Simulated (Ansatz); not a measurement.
Relaxation of CH₅NSn (8 atoms, charge 0, multiplicity 1), to a largest force component of 0.015 eV/Å in at most 40 steps.

The calculation used RKS PBE/def2-SVP in Ansatz.

```xyz
8
Properties=species:S:1:pos:R:3:forces:R:3
C -0.812 0.995 -0.639 -1.67 2.44 0.12
Sn 1.083 0.420 -0.002 2.73 1.20 0.34
N 0.885 -1.302 1.096 2.48 -0.38 1.07
H -1.240 0.250 -1.274 -1.01 -1.06 -0.73
H -0.771 1.962 -1.269 0.21 -1.04 0.70
H -1.502 1.246 0.233 0.38 -0.45 -0.66
H 1.917 -1.621 1.323 -2.27 0.61 -0.45
H 0.532 -2.006 0.476 -0.85 -1.32 -0.39
```

Where does it end, and by what steps?

The run converged. The force dipped under the threshold on the way, but the program's further checks kept it going. After 34 steps the energy has fallen by 0.839 eV; Sn2 moved furthest, 0.68 Å.

| step | energy less start (eV) | largest force component (eV/Å) | accepted |
| --- | --- | --- | --- |
| 0 | 0.0000 | 2.727 | yes |
| 2 | -0.6636 | 1.198 | yes |
| 4 | -0.8103 | 0.363 | yes |
| 6 | -0.8361 | 0.152 | yes |
| 8 | -0.8374 | 0.036 | yes |
| 10 | -0.8376 | 0.027 | yes |
| 12 | -0.8378 | 0.080 | no |
| 14 | -0.8372 | 0.139 | no |
| 16 | -0.8380 | 0.077 | no |
| 18 | -0.8386 | 0.039 | yes |
| 20 | -0.8388 | 0.047 | yes |
| 22 | -0.8390 | 0.032 | yes |
| 24 | -0.8392 | 0.025 | yes |
| 26 | -0.8391 | 0.022 | no |
| 28 | -0.8393 | 0.032 | yes |
| 30 | -0.8394 | 0.033 | yes |
| 32 | -0.8395 | 0.012 | yes |
| 34 | -0.8395 | 0.008 | yes |

```xyz
8
Properties=species:S:1:pos:R:3
C -0.804 0.960 -0.532
Sn 1.149 0.822 0.547
N 1.072 -1.228 0.670
H -1.235 -0.039 -0.749
H -0.671 1.508 -1.488
H -1.530 1.536 0.080
H 1.794 -1.801 1.117
H 0.317 -1.815 0.300
```

Whether the end is a true minimum wasn't checked by a vibrational analysis.

Run time: 110 s on 1 thread of AMD EPYC 7R43 64-Core Processor (Zen 3), with other jobs on the host, peak memory 0.14 GiB.
